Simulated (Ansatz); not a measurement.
## Relative stability

Two isomers of CH2SeSi, closed shell, relaxed at PBE0-D4/def2-TZVP (vibrations not checked).

A:

```json
{"atom": "Si1", "x (Å)": "0.4643", "y (Å)": "-0.7183", "z (Å)": "0.5493"}
{"atom": "C2", "x (Å)": "-0.2300", "y (Å)": "0.4517", "z (Å)": "-0.4423"}
{"atom": "Se3", "x (Å)": "1.3120", "y (Å)": "-2.1467", "z (Å)": "1.7596"}
{"atom": "H4", "x (Å)": "-1.0250", "y (Å)": "0.1935", "z (Å)": "-1.1305"}
{"atom": "H5", "x (Å)": "0.1079", "y (Å)": "1.4797", "z (Å)": "-0.4062"}
```

B:

C1  (-0.334, -0.804, 0.157)
Si2  (-1.755, 0.147, 0.069)
Se3  (0.590, 0.862, 0.508)
H4  (0.234, -1.722, 0.151)
H5  (1.057, 1.248, -0.853)
(Å)

Computed with Ansatz 0.2.0 (basis: def2-TZVPP); correlated methods freeze the cores. Filled d shells of the heavier atoms are correlated. The def2 sets are not built for correlating such inner shells, so the correlated values are less sure here. B3LYP uses VWN-RPA correlation.

Question: Which structure is lower at CCSD(T), and by how much? (An estimate is asked for; the value comes from the calculation.)

Answer: Computed: A, by 0.779 eV (electronic energy, against the other). By their contacts, A is CH₂SeSi ([CH2][Si][Se]) and B is CH₂SeSi ([CH]1[Si][SeH]1).

All methods give the same order:

```csv
method,E(B) − E(A) (eV)
PBE-D4,0.807
r2SCAN-D4,0.957
PBE0-D4,0.826
B3LYP-D4,0.889
wB97M-V,0.760
HF,1.007
MP2,0.848
CCSD,0.800
CCSD(T),0.779
```

The T1 diagnostic stays at or below 0.015.

Labels in which every atom is bracketed show which atoms are joined, not bond orders.
